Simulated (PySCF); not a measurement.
Al(GeH3)2(NMe2), SMILES C[N](C)[Al]([GeH3])[GeH3], singlet (GFN2-xTB optimised geometry):

```
18

Al    -1.684     0.143    -1.672
Ge    -0.576     1.504     0.000
H     -0.843     1.185     1.456
H      0.939     1.504     0.000
H     -0.843     2.995     0.000
Ge    -3.260     0.871    -3.364
H     -4.628     0.221    -3.361
H     -3.657     2.332    -3.394
H     -2.873     0.670    -4.815
N     -1.293    -1.606    -1.656
C     -0.413    -2.227    -0.682
C     -1.820    -2.560    -2.615
H     -0.939    -2.995    -0.103
H      0.450    -2.697    -1.166
H     -0.052    -1.456     0.006
H     -1.015    -3.042    -3.182
H     -2.404    -3.344    -2.119
H     -2.472    -2.030    -3.316
```

Computed with PBE0/def2-SVP in PySCF 2.14.0.

What are the frontier orbital energies and the dipole moment?

HOMO-2 -8.85 eV, HOMO-1 -7.57 eV, HOMO -6.73 eV, LUMO -1.65 eV, LUMO+1 -0.22 eV; dipole moment 2.23 D.

On the same geometry PBE/def2-SVP run with PySCF 2.14.0 gives HOMO-2 -7.57 eV, HOMO-1 -6.47 eV, HOMO -5.53 eV, LUMO -2.29 eV, LUMO+1 -0.93 eV; dipole moment 2.37 D.

Meta-Löwdin charges at PBE0/def2-SVP: Al1 0.47, Ge2 -0.02, H3 -0.04, H4 -0.04, H5 -0.04, Ge6 -0.02, H7 -0.04, H8 -0.04, H9 -0.04, N10 -0.38, C11 -0.18, C12 -0.18, H13 0.09, H14 0.09, H15 0.10, H16 0.09, H17 0.09, H18 0.10.
